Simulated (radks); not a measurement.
Valence configurations of In3+ (all share [Kr]). All-electron calculation, Dirac Kohn-Sham, PBEsol, spin-unpolarised, spherical densities, finite nucleus; open shells fill j = l - 1/2 first; Fermi nuclear charge, rms radius 4.6156 fm. Program: a radial shooting solver on a logarithmic mesh with Libxc functionals. Order these by energy: 4d8 5s0.5 5p1.5; 4d10; 4d9 5s0.5 5p0.5; 4d9 5s1; 4d8 5s1 5p1; 4d9 5p1; 4d9.5 5p0.5; 4d8.5 5s1 5p0.5; 4d8 5s2; 4d7 5s0.5 5p2.5.

Answer. From the lowest, in eV above it: 4d10 0.000; 4d9.5 5p0.5 11.678; 4d9 5s1 15.899; 4d9 5s0.5 5p0.5 20.066; 4d9 5p1 24.247; 4d8.5 5s1 5p0.5 29.145; 4d8 5s2 34.570; 4d8 5s1 5p1 43.323; 4d8 5s0.5 5p1.5 47.721; 4d7 5s0.5 5p2.5 79.711. NIST lists [Kr] 4d10 as the ground configuration; this level of theory agrees among the configurations tried. The energies are those of spherical spin-averaged densities, not of single terms.
